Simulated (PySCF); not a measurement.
Point-charge models of `F[C@H]1[C@H]2C=C[C@@H]1C=C2` against its computed dipole.

Coordinates (GFN2-xTB, Å) and charges (e) from the PBE0/pcSseg-1 density (PySCF):

| atom | x | y | z | Mulliken | IAO | Hirshfeld | ESP-fitted |
| --- | --- | --- | --- | --- | --- | --- | --- |
| F1 | 1.090 | 0.404 | 2.029 | -0.3168 | -0.3188 | -0.1182 | -0.1937 |
| C2 | 0.070 | -0.066 | 1.246 | +0.3480 | +0.2030 | +0.0684 | -0.0844 |
| C3 | -0.511 | 0.977 | 0.271 | -0.2906 | -0.1522 | -0.0386 | +0.1517 |
| C4 | 0.710 | 1.174 | -0.615 | -0.0131 | -0.1583 | -0.0569 | -0.2020 |
| C5 | 1.324 | 0.005 | -0.713 | -0.0131 | -0.1583 | -0.0567 | -0.2086 |
| C6 | 0.526 | -0.999 | 0.106 | -0.2906 | -0.1521 | -0.0386 | +0.1775 |
| C7 | -0.821 | -1.132 | -0.582 | -0.0346 | -0.1630 | -0.0498 | -0.2817 |
| C8 | -1.435 | 0.039 | -0.485 | -0.0346 | -0.1630 | -0.0499 | -0.2797 |
| H9 | -0.665 | -0.509 | 1.926 | +0.0979 | +0.1381 | +0.0366 | +0.1313 |
| H10 | -0.955 | 1.873 | 0.693 | +0.1026 | +0.1467 | +0.0471 | +0.0764 |
| H11 | 0.963 | 2.112 | -1.069 | +0.0850 | +0.1578 | +0.0523 | +0.1459 |
| H12 | 2.205 | -0.255 | -1.266 | +0.0850 | +0.1578 | +0.0524 | +0.1456 |
| H13 | 1.035 | -1.919 | 0.377 | +0.1026 | +0.1467 | +0.0471 | +0.0675 |
| H14 | -1.151 | -2.029 | -1.070 | +0.0860 | +0.1578 | +0.0524 | +0.1762 |
| H15 | -2.391 | 0.334 | -0.873 | +0.0861 | +0.1578 | +0.0524 | +0.1780 |

**Question.** What dipole does each set of charges give (1 e·Å = 4.803 D), and what does the density give?

**Answer.** The full density gives (-1.17, -0.52, -1.09) D, 1.68 D in size; dipole vectors point from the negative to the positive end.

```tsv
scheme	μx	μy	μz	size (D)	share of the full size (%)	angle to the full dipole (°)
Mulliken	-1.76	-0.79	-1.59	2.50	149	1
IAO	-2.06	-0.95	-1.53	2.74	163	7
Hirshfeld	-0.81	-0.37	-0.69	1.12	67	3
ESP-fitted	-1.18	-0.54	-1.05	1.67	99	2
```

**Question.** Which set comes closest?

**Answer.** Length of the difference vector: ESP-fitted 0.05 D, Hirshfeld 0.56 D, Mulliken 0.82 D, IAO 1.08 D. Closest: ESP-fitted. The schemes that divide the density aren't constrained to reproduce the dipole.

**Question.** What is left for the Hirshfeld atoms' own dipoles?

**Answer.** The shares of the density sum to the whole, so what Σ q r misses lies in dipoles about the nuclei. The atomic dipoles sum to (-1.17, -0.52, -1.09) − (-0.81, -0.37, -0.69) = (-0.36, -0.15, -0.40) D, 0.56 D in size.

**Question.** With the origin at the mean of the coordinates, (0.000, 0.001, -0.001) Å, which are the largest single terms, by size, of the ESP-fitted dipole along the direction of the full one?

**Answer.** F1 +2.05, H15 +1.81, H14 +1.80, C7 -1.76, C8 -1.74 D; all 15 atoms together +1.67 D. The single terms depend on the origin, their sum doesn't.

**Question.** Give the size of the full dipole in other units.

**Answer.** 1.68 D = 0.662 au = 0.350 e·Å = 5.61 × 10⁻³⁰ C·m.

Geometry: GFN2-xTB; no solvent, vibrations or thermal averaging.
